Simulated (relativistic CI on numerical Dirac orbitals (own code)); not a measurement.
Method of calculation: Dirac-Coulomb-Breit CI, separate exchange-only KLI orbitals for each configuration, a model potential for QED, unscaled Slater integrals (own radial code, finite nucleus).

The strongest absorption lines from the ground level of an ion, among the configurations computed and to levels below about 104 eV (vacuum wavelength in Å, gf): 120.17 (0.65), 120.32 (0.88), 120.91 (1.5), 132.78 (0.32), 133.16 (0.52), 133.95 (1.8), 142.81 (0.28), 146.27 (1.4).

(1) Which ion is it?
A. Ge XII
B. Se XIV
C. Zn VIII
D. Zn X

Results:

(1) D. Zn X has 21 electrons and the ground level 3s²3p⁶3d³ ⁴F3/2; the strongest line goes to 3s²3p⁵3d⁴ ⁴F°3/2. The pattern of lines fixes the number of electrons, and along that sequence the line energies rise steadily with the charge (about as its square where n changes within one kind of shell, about linearly where n is kept but much faster in heavy ions where fine structure, which grows about as Z⁴, sets the gap, and irregularly where shells cross), which fixes Z. Configurations outside the model, such as inner-shell arrays, can give stronger lines. At this charge energies of transitions that change n are usually good to better than 1 %, and those within a shell (Δn = 0) to a few per cent. Terms inside the open d or f shell come out 10 to 20 % too wide with unscaled integrals.

LS names give the leading component of a level, which can be under half, so a name can repeat, a term be missing and a line seem to break the LS rules.
